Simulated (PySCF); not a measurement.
## Steps of a relaxation of [Eu(NH3)4]3+

[Eu(NH3)4]3+ (singlet in the valence; each metal's 4f electrons, 6 of them, lie in its core potential, out of spins and levels; a saddle point, relaxed within its symmetry). PySCF 2.14.0, RKS PBE0, Eu lcecp-1-SVP with ECP52, N def2-SVP, H def2-SVP; non-relativistic Hamiltonian with scalar-relativistic core potentials where named; density fitting; no spin-orbit coupling. Origin of the start: template. Columns: position (Å) and force (eV/Å). Energies are counted from the last step; some of the 7 steps are shown. Forces carry noise of the integration grid, about 0.01 to 0.03 eV/Å.

Run from Python with OMP_NUM_THREADS=4. Where DIIS fails, smearing, a level shift and second-order steps follow.
It took 64 s on 4 threads of Intel(R) Xeon(R) Platinum 8259CL CPU @ 2.50GHz (Skylake/Cascade Lake), on a shared host, from the converged density of the start.

```xyz
17
step 0  E = 0.158 eV
Eu    0.0000    0.0000    0.0000     0.00    0.00    0.02
N     1.4694    1.4694    1.4694    -0.90   -0.90   -0.90
H     1.3157    1.3157    2.4659     0.09    0.09    0.52
H     2.4659    1.3157    1.3157     0.52    0.08    0.08
H     1.3157    2.4659    1.3157     0.08    0.52    0.08
N    -1.4694   -1.4694    1.4694     0.90    0.90   -0.90
H    -1.3157   -1.3157    2.4659    -0.09   -0.09    0.52
H    -2.4659   -1.3157    1.3157    -0.52   -0.08    0.08
H    -1.3157   -2.4659    1.3157    -0.08   -0.52    0.08
N     1.4694   -1.4694   -1.4694    -0.89    0.89    0.89
H     2.0825   -2.0825   -0.9323     0.38   -0.38    0.06
H     0.9323   -2.0825   -2.0825    -0.06   -0.37   -0.38
H     2.0825   -0.9323   -2.0825     0.37    0.06   -0.38
N    -1.4694    1.4694   -1.4694     0.89   -0.89    0.89
H    -2.0825    2.0825   -0.9323    -0.38    0.38    0.06
H    -0.9323    2.0825   -2.0825     0.06    0.37   -0.38
H    -2.0825    0.9323   -2.0825    -0.37   -0.06   -0.38
```

```xyz
17
step 2  E = 0.007 eV
Eu    0.0000    0.0000    0.0013     0.00    0.00    0.01
N     1.4408    1.4408    1.4404     0.02    0.02    0.02
H     1.3206    1.3206    2.4623    -0.01   -0.01   -0.09
H     2.4625    1.3194    1.3186    -0.08   -0.01   -0.01
H     1.3194    2.4625    1.3186    -0.01   -0.08   -0.01
N    -1.4408   -1.4408    1.4404    -0.02   -0.02    0.02
H    -1.3206   -1.3206    2.4623     0.01    0.01   -0.09
H    -2.4625   -1.3194    1.3186     0.08    0.01   -0.01
H    -1.3194   -2.4625    1.3186     0.01    0.08   -0.01
N     1.4406   -1.4406   -1.4402     0.02   -0.02   -0.02
H     2.0815   -2.0815   -0.9381    -0.06    0.06   -0.02
H     0.9380   -2.0808   -2.0811     0.02    0.06    0.06
H     2.0808   -0.9380   -2.0811    -0.06   -0.02    0.06
N    -1.4406    1.4406   -1.4402    -0.02    0.02   -0.02
H    -2.0815    2.0815   -0.9381     0.06   -0.06   -0.02
H    -0.9380    2.0808   -2.0811    -0.02   -0.06    0.06
H    -2.0808    0.9380   -2.0811     0.06    0.02    0.06
```

```xyz
17
step 4  E = 0.000 eV
Eu    0.0000    0.0000    0.0034     0.00    0.00    0.01
N     1.4313    1.4313    1.4297     0.00    0.00   -0.01
H     1.3116    1.3116    2.4493    -0.01   -0.01    0.02
H     2.4502    1.3091    1.3062     0.02   -0.01   -0.01
H     1.3091    2.4502    1.3062    -0.01    0.02   -0.01
N    -1.4313   -1.4313    1.4297     0.00    0.00   -0.01
H    -1.3116   -1.3116    2.4493     0.01    0.01    0.02
H    -2.4502   -1.3091    1.3062    -0.02    0.01   -0.01
H    -1.3091   -2.4502    1.3062     0.01   -0.02   -0.01
N     1.4298   -1.4298   -1.4290     0.00    0.00    0.00
H     2.0690   -2.0690   -0.9278     0.01   -0.01    0.02
H     0.9269   -2.0677   -2.0681    -0.02   -0.01   -0.01
H     2.0677   -0.9269   -2.0681     0.01    0.02   -0.01
N    -1.4298    1.4298   -1.4290     0.00    0.00    0.00
H    -2.0690    2.0690   -0.9278    -0.01    0.01    0.02
H    -0.9269    2.0677   -2.0681     0.02    0.01   -0.01
H    -2.0677    0.9269   -2.0681    -0.01   -0.02   -0.01
```

Q: Where does the relaxation end?

A: It converges at step 6 in C2v:
```xyz
17
step 6  E = 0
Eu    0.0000    0.0000    0.0046
N     1.4309    1.4309    1.4284
H     1.3105    1.3105    2.4483
H     2.4499    1.3073    1.3031
H     1.3073    2.4499    1.3031
N    -1.4309   -1.4309    1.4284
H    -1.3105   -1.3105    2.4483
H    -2.4499   -1.3073    1.3031
H    -1.3073   -2.4499    1.3031
N     1.4284   -1.4284   -1.4276
H     2.0674   -2.0674   -0.9249
H     0.9235   -2.0657   -2.0663
H     2.0657   -0.9235   -2.0663
N    -1.4284    1.4284   -1.4276
H    -2.0674    2.0674   -0.9249
H    -0.9235    2.0657   -2.0663
H    -2.0657    0.9235   -2.0663
```

Q: How did the contacts change?

A: 
| contact | start (Å) | end (Å) |
| --- | --- | --- |
| Eu1–N2 (NH3) | 2.545 | 2.474 |
| Eu1–N6 (NH3) | 2.545 | 2.474 |
| Eu1–N10 (NH3) | 2.545 | 2.476 |
| Eu1–N14 (NH3) | 2.545 | 2.476 |


An lcecp potential fixes the number of 4f electrons, so in runs with it no electron can move into or out of that shell.
